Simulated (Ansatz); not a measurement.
Start from `COB(F)O[SiH3]` and change one atom or group to get `COB(F)Cl`.

Ansatz, PBE0-D4/def2-TZVP geometries, multiplicity 1. Each molecule was computed in one conformer, which needn't be the lowest.

```
                                          property  `COB(F)O[SiH3]`
             HOMO energy (ωB97M-V/def2-TZVPP) / eV           -11.24
             LUMO energy (ωB97M-V/def2-TZVPP) / eV             1.73
                 HOMO energy (PBE/def2-TZVPP) / eV            -7.33
                 LUMO energy (PBE/def2-TZVPP) / eV            -0.69
size of the dipole moment (ωB97M-V/def2-TZVPP) / D             1.74
               LUMO energy (B3LYP/def2-TZVPP) / eV            -0.07
```

Question: Give the same properties after the change, and the shifts. (An estimate is asked.)

Answer: Ansatz gave: 
```csv
property,`COB(F)Cl`,shift
HOMO energy (ωB97M-V/def2-TZVPP) / eV,-11.63,-0.39
LUMO energy (ωB97M-V/def2-TZVPP) / eV,2.20,0.47
HOMO energy (PBE/def2-TZVPP) / eV,-7.78,-0.45
LUMO energy (PBE/def2-TZVPP) / eV,-0.48,0.21
size of the dipole moment (ωB97M-V/def2-TZVPP) / D,2.41,0.67
LUMO energy (B3LYP/def2-TZVPP) / eV,0.31,0.38
```

With PBE0 the HOMO falls by 0.42 eV and the LUMO rises by 0.40 eV, so the gap widens by about 0.82 eV. PBE moves the HOMO by -0.45 eV and ωB97M-V by -0.39 eV. The zero-point energy changes by -76.7 kJ/mol with -12 modes. Dipoles are sizes alone; their direction can turn.

B3LYP here is the variant with VWN-RPA as its local correlation; programs differ in this.
